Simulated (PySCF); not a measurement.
Job file and geometry (Å, from GFN2-xTB) of an NMR shielding run on `C=C[C@@H](OC)[C@H](C#N)O[SiH3]`, C6H11NO2Si, GIAO PBE0/pcSseg-1 NMR shielding, non-relativistic, gas phase in PySCF 2.14.0, density-fitted response routines; density fitting, a coarse starting grid and PySCF grid level 2 are the driver's defaults:

```
$ OMP_NUM_THREADS=1 python probes_run.py task.json out

{"job": {"kind": "nmr", "xc": "PBE0", "basis": "pcSseg-1"}, "charge": 0, "multiplicity": 1}
C     -1.736540    -1.652082     1.669970
C     -0.742785    -0.830904     1.391388
C     -0.696069     0.032009     0.164247
O     -0.115762     1.269806     0.498917
C     -0.481050     2.347555    -0.326561
C      0.171776    -0.660951    -0.932335
C     -0.403324    -1.956151    -1.245329
N     -0.865878    -2.970960    -1.493485
O      1.490558    -0.803065    -0.541750
Si     2.474725     0.300939     0.145278
H     -1.722792    -2.274162     2.547454
H     -2.597983    -1.746691     1.029109
H      0.120146    -0.742162     2.032570
H     -1.709114     0.170575    -0.244304
H     -1.566920     2.496695    -0.316334
H      0.010361     3.224816     0.089099
H     -0.151435     2.209799    -1.362307
H      0.123796    -0.046703    -1.850226
H      3.703501    -0.458269    -0.048643
H      2.477473     1.555507    -0.610396
H      2.208397     0.551341     1.557869
```

Task: What does the program print?

Result: 
```
coarse grid: 18200 points
cycle   1  E = -728.9699512465  dE =  1.433e+00  |g| = 8.999e-01  |ddm| = 4.157e+00
cycle   2  E = -728.6682046180  dE =  3.017e-01  |g| = 1.541e+00  |ddm| = 2.061e+00
cycle   3  E = -729.1124857095  dE = -4.443e-01  |g| = 2.432e-01  |ddm| = 1.425e+00
cycle   4  E = -729.1225419420  dE = -1.006e-02  |g| = 1.154e-01  |ddm| = 2.271e-01
cycle   5  E = -729.1251394043  dE = -2.597e-03  |g| = 2.420e-02  |ddm| = 9.589e-02
cycle   6  E = -729.1252694012  dE = -1.300e-04  |g| = 4.338e-03  |ddm| = 2.513e-02
cycle   7  E = -729.1252734209  dE = -4.020e-06  |g| = 1.421e-03  |ddm| = 4.649e-03
final grid: 171680 points
cycle   8  E = -729.2062486946  dE = -4.546e-05  |g| = 1.373e-02  |ddm| = 4.335e-02
cycle   9  E = -729.2062109331  dE =  3.776e-05  |g| = 2.022e-02  |ddm| = 2.323e-02
cycle  10  E = -729.2062831163  dE = -7.218e-05  |g| = 1.727e-03  |ddm| = 1.516e-02
cycle  11  E = -729.2062838092  dE = -6.929e-07  |g| = 2.503e-04  |ddm| = 1.840e-03
cycle  12  E = -729.2062838166  dE = -7.418e-09  |g| = 1.868e-04  |ddm| = 3.820e-04
cycle  13  E = -729.2062838243  dE = -7.682e-09  |g| = 5.560e-05  |ddm| = 1.591e-04
cycle  14  E = -729.2062838248  dE = -5.348e-10  |g| = 2.747e-05  |ddm| = 5.083e-05
converged SCF energy = -729.2062838248

GIAO shielding tensors (ppm)
atom      isotropic    diamagn.    paramagn.     s11        s22        s33       span
  0 C       58.549     253.975    -195.426    -54.125     65.285    164.487    218.612
  1 C       46.594     255.992    -209.398    -70.554     56.378    153.960    224.514
  2 C       95.435     248.404    -152.969     74.938     87.027    124.339     49.402
  3 O      304.258     398.202     -93.944    276.626    296.883    339.264     62.639
  4 C      128.206     245.756    -117.549     93.737    108.533    182.348     88.611
  5 C      123.798     246.459    -122.661    103.230    112.269    155.896     52.666
  6 C       64.659     262.542    -197.883    -51.754    -47.944    293.676    345.430
  7 N      -45.126     340.665    -385.791   -209.665   -198.229    272.518    482.183
  8 O      321.262     394.263     -73.001    283.362    331.035    349.389     66.027
  9 Si     386.941     879.548    -492.607    343.246    357.870    459.708    116.462
 10 H       25.872      28.994      -3.122     22.990     25.017     29.610      6.620
 11 H       25.993      32.087      -6.094     21.753     25.470     30.755      9.002
 12 H       25.350      32.870      -7.520     22.928     23.563     29.559      6.632
 13 H       28.140      34.728      -6.588     25.042     28.510     30.869      5.827
 14 H       28.368      29.477      -1.110     24.320     25.930     34.853     10.533
 15 H       27.797      29.261      -1.464     23.759     25.163     34.468     10.710
 16 H       28.221      31.160      -2.939     24.203     26.285     34.176      9.973
 17 H       26.879      30.902      -4.023     24.465     25.556     30.615      6.150
 18 H       26.907      28.937      -2.030     22.574     25.080     33.067     10.492
 19 H       26.950      30.450      -3.500     23.545     25.836     31.470      7.926
 20 H       26.480      30.848      -4.369     22.876     25.679     30.884      8.008
```

Task: Turn these shieldings into chemical shifts. Shifts are taken against calculated references (same method and geometry level): ¹³C (186.93 ppm), ²⁹Si (349.16 ppm), ¹H (31.72 ppm) against TMS; ¹⁷O (336.08 ppm) vs H2O; ¹⁵N (267.73 ppm) vs NH3.

Result: Averaging equivalent atoms: C 1: 140.3; C 0: 128.4; C 6: 122.3; C 2: 91.5; C 5: 63.1; C 4: 58.7; O 3: 31.8; O 8: 14.8; N 7: 312.9; Si 9: -37.8; H 12: 6.37; H 10: 5.84; H 11: 5.72; H 18/19/20: 4.94; H 17: 4.84; H 14/15/16: 3.59; H 13: 3.58 ppm. Experimental scales use liquid or dissolved standards, which lie at an offset from isolated NH3 (liquid NH3: subtract about 20 ppm) and H2O (liquid H2O: subtract about 36 ppm). Unscaled 15N shifts of sp2 nitrogen come out 20 to 40 ppm too high even then.

Size and cost of the density-fitted run: 232 basis functions, 75 s wall time on 1 thread of an Arm Neoverse V1, shared host; peak memory 1.1 GiB.
